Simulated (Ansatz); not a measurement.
Geometry optimisation, RKS B3LYP-D4/STO-3G in Ansatz 0.2.0.

The input (input.yaml):

```yaml
crystal:
  periodic: [false, false, false]
  atoms:
    - { symbol: Si, position_ang: [0.0, 0.0, 0.0] }
    - { symbol: O, position_ang: [0.0, 0.0, 1.68] }
    - { symbol: H, position_ang: [-0.9095, -0.2814, 2.0171] }
    - { symbol: Cl, position_ang: [2.0086, 0.0, -0.7093] }
    - { symbol: Cl, position_ang: [-1.0032, 1.7381, -0.7093] }
    - { symbol: O, position_ang: [-0.7913, -1.3709, -0.5594] }
    - { symbol: C, position_ang: [-1.5365, -2.2685, 0.2501] }
    - { symbol: H, position_ang: [-1.2251, -2.1576, 1.3097] }
    - { symbol: H, position_ang: [-2.6187, -2.04, 0.1571] }
    - { symbol: H, position_ang: [-1.349, -3.3106, -0.083] }
basis:
  gaussian: { orbitals: STO-3G }
hamiltonian:
  xc: b3lyp
  dispersion: d4
relax:
  f_tol: 0.02
  max_steps: 40
output:
  orbitals: {}
```

Command:

```bash
$ ansatz run input.yaml --threads 1 --pin off --max-ram 2048MiB --backend cpu --events-out ev --progress --plain --runs-dir out
```

Question: Where does it end, and by what steps?

Answer: The run converged. Limits of this set-up: minimal basis. After 18 steps the energy has fallen by 0.496 eV; H3 moved furthest, 1.48 Å.

| step | energy less start (eV) | largest force component (eV/Å) | accepted |
| --- | --- | --- | --- |
| 0 | 0.0000 | 2.260 | yes |
| 1 | -0.2197 | 0.806 | yes |
| 2 | -0.2641 | 1.084 | yes |
| 3 | -0.2971 | 0.851 | yes |
| 4 | -0.2971 | 1.399 | no |
| 5 | -0.3243 | 0.436 | yes |
| 6 | -0.3389 | 0.334 | yes |
| 7 | -0.3601 | 0.606 | yes |
| 8 | -0.3662 | 1.116 | yes |
| 9 | -0.4195 | 0.502 | yes |
| 10 | -0.4533 | 0.212 | yes |
| 11 | -0.4697 | 0.140 | yes |
| 12 | -0.4737 | 1.062 | yes |
| 13 | -0.4945 | 0.132 | yes |
| 14 | -0.4944 | 0.103 | no |
| 15 | -0.4958 | 0.037 | yes |
| 16 | -0.4962 | 0.030 | yes |
| 17 | -0.4963 | 0.029 | yes |
| 18 | -0.4964 | 0.011 | yes |

```xyz
10
Properties=species:S:1:pos:R:3
Si -0.057 -0.197 0.188
O -0.026 -0.164 1.869
H 0.072 0.811 2.153
Cl 1.778 0.402 -0.661
Cl -1.573 1.116 -0.521
O -0.282 -1.787 -0.332
C -1.582 -2.341 0.090
H -1.684 -2.394 1.196
H -2.441 -1.765 -0.317
H -1.630 -3.371 -0.313
```

Whether the end is a true minimum wasn't checked by a vibrational analysis.

Run time: 69 s on 1 thread of Arm Neoverse V1 (shared host), peak memory 0.15 GiB.
